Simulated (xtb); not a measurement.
dimethyl telluride (C₂H₆Te), singlet, at a GFN2-xTB geometry. Base run: xtb 6.7.1 with GFN2-xTB.

xtb was given this input:
```
$ xtb mol.xyz --gfn 2 --json

# file mol.xyz
9

C      1.51403960    -0.61814695     0.97361016
Te     0.01637111     0.19648656    -0.35400888
C     -1.60205503    -0.43829160     0.92933228
H      1.38011691    -1.68745138     1.07645886
H      2.48866467    -0.41855255     0.54994310
H      1.44343271    -0.14926988     1.94678120
H     -1.59498997    -1.51573359     1.03418433
H     -2.53486000    -0.12860379     0.47856174
H     -1.50556944     0.02094119     1.90487761
```

Each row names what was changed in the base input (with any setting that the change needs).

| change | ΔE vs base (kcal/mol) | HOMO-LUMO gap (eV) | dipole (D) | G_solv (kcal/mol) | SCF cycles |
|---|---|---|---|---|---|
| base | 0.000 | 4.19 | 1.15 | - | 11 |
| acc = 0.1 | 0.000 | 4.19 | 1.15 | - | 12 |
| etemp = 1000 | 0.000 | 4.19 | 1.15 | - | 11 |
| gbsa = thf | -4.40 | 4.19 | 1.17 | -4.41 | 11 |
| file = coord | 0.000 | 4.19 | 1.15 | - | 11 |
| alpb = acetone | -4.24 | 4.19 | 1.16 | -4.25 | 11 |

ALPB and GBSA are two models with their own fitted parameters for each solvent, which aren't always the measured dielectric constant.
